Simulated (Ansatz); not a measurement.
Computed with Ansatz on PBE0-D4/def2-TZVP structures; ΔE is electronic, products minus reactants. CBS: MP2 limit from def2 TZ/QZ plus the TZ coupled-cluster correction, frozen cores. This one scheme is used for every species. DFT in def2-TZVPP. def2 core potentials past Kr. For Sn outer-core shells are correlated without core-valence functions, which leaves a few kJ/mol of doubt a bond. One conformer a species, not always the lowest.

`CO[SiH2][SnH3]` + H₂S → `S[SiH2][SnH3]` + CH₃OH  (ligand exchange at the Si–O bond)

```
         species  B2PLYP energy (Eh)
`CO[SiH2][SnH3]`          -621.57287
             H₂S          -399.27468
 `S[SiH2][SnH3]`          -905.15385
           CH₃OH          -115.68264
```

**Question.** Work out ΔE.

**Answer.** ΔE = (-905.15385) + (-115.68264) − (-621.57287) − (-399.27468) = 0.01106 Eh = +29.0 kJ/mol. CCSD(T)/CBS gives +25.2 kJ/mol.

Largest T1 diagnostic among the species: 0.013.

In def2-TZVPP, CCSD(T) changes the Hartree–Fock value by −7.2 kJ/mol (the triples alone add −1.7 kJ/mol) and MP2 by −9.4 kJ/mol.
